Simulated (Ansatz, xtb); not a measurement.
Two isomers of C2H11GaGeSi

We compare X, `[SiH3][CH2][GaH][CH2][GeH3]`, a singlet, with Y, `[CH3][Ga]([GeH3])[CH2][SiH3]`, a singlet. Both are isolated molecules in the gas phase, relaxed with r2SCAN-D4/def2-SVP; each stands in its lowest conformer found.

Estimate which is lower in electronic energy at CCSD(T)/def2-SVP + ΔMP2/def2-TZVPP, and by roughly how much.

The CCSD(T)/def2-SVP + ΔMP2/def2-TZVPP calculation puts structure Y lower, by 10.6 kcal/mol.

The same difference at several levels:

| level | geometry | E(Y) − E(X) (kcal/mol) | departure from the last row (kcal/mol) | job, with rough time for the two |
| --- | --- | --- | --- | --- |
| r2SCAN-D4/def2-SVP | r2SCAN-D4/def2-SVP | −11.6 | −1.0 | optimisation, 4.5 min |
| HF/def2-SVP | r2SCAN-D4/def2-SVP | −9.4 | +1.3 | part of the CCSD(T) run |
| MP2/def2-SVP | r2SCAN-D4/def2-SVP | −9.4 | +1.2 | part of the CCSD(T) run |
| CCSD(T)/def2-SVP | r2SCAN-D4/def2-SVP | −10.2 | +0.4 | single point |
| CCSD(T)/def2-SVP + ΔMP2/def2-TZVPP | r2SCAN-D4/def2-SVP | −10.6 |  | single point, 2.6 min |

As drawn, Y has 1 Ga–Ge, 1 C–H in place of 1 C–Ge, 1 Ga–H.

None of the levels shown reverses the order. The largest departure from CCSD(T)/def2-SVP + ΔMP2/def2-TZVPP is that of HF/def2-SVP, 1.3 kcal/mol. A small imaginary or near-zero mode remains, so no thermal terms are given. Levels run at GFN2-xTB geometries aren't shown. The last row adds to CCSD(T) the change of the MP2 difference between the two basis sets, here −0.4 kcal/mol.

The correlated steps freeze 25 core orbitals; the filled d shell of Ga and Ge is correlated, in a basis made for valence electrons. Programs: Ansatz 0.2.0, xtb 6.7.1; the last row on 2 threads of Intel(R) Xeon(R) Platinum 8488C (Sapphire Rapids) on a shared host.
